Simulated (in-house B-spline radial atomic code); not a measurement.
# Ionising Si IV (Si3+) with different functionals

Computed with an all-electron radial atomic-structure program (B-spline basis): scalar-relativistic (spin-free X2C) Hamiltonian, Fermi nucleus of rms radius 3.1224 fm, spin-polarised at highest spin, spherical fractional occupations for the functionals, and exact exchange of hybrids averaged over the configuration. The ionisation energy is the difference of two self-consistent energies, [Ne] 3s1 → [He] 2s2 2p6, without Breit or QED terms; ε is the level of the shell that loses the electron (its least bound occupied spin orbital).

```
   method                    rung  ΔSCF (eV)  -ε(3s) (eV)
     PBE0           global hybrid      45.50        41.61
    B3LYP           global hybrid          ?            ?
    TPSSh           global hybrid          ?            ?
BHandHLYP           global hybrid      45.68        42.83
  r2SCAN0           global hybrid      45.14        41.80
    B97-1           global hybrid      45.17        41.17
    HSE06  range-separated hybrid      45.52        41.24
    wB97X  range-separated hybrid      44.49        43.86
CAM-B3LYP  range-separated hybrid      45.91        43.22
  LC-wPBE  range-separated hybrid      45.53        44.63
```

Task: What does B3LYP give?

Result: ΔSCF 45.91 eV, and -ε(3s) = 41.54 eV.

Task: What does TPSSh give?

Result: ΔSCF 45.26 eV, and -ε(3s) = 40.84 eV.

Task: Among the functionals, which spreads more, the ΔSCF values or the orbital energies?

Result: The orbital energies: ΔSCF values span about 1.43 eV and the orbital energies 3.80 eV.

Task: How do they compare with the NIST value?

Result: NIST lists 45.142 eV (measured, ground level to ground level). Errors run from -0.66 to +0.77 eV; r2SCAN0 is closest (-0.01 eV), but part of that can be cancellation, since the calculations leave out Breit-QED terms.
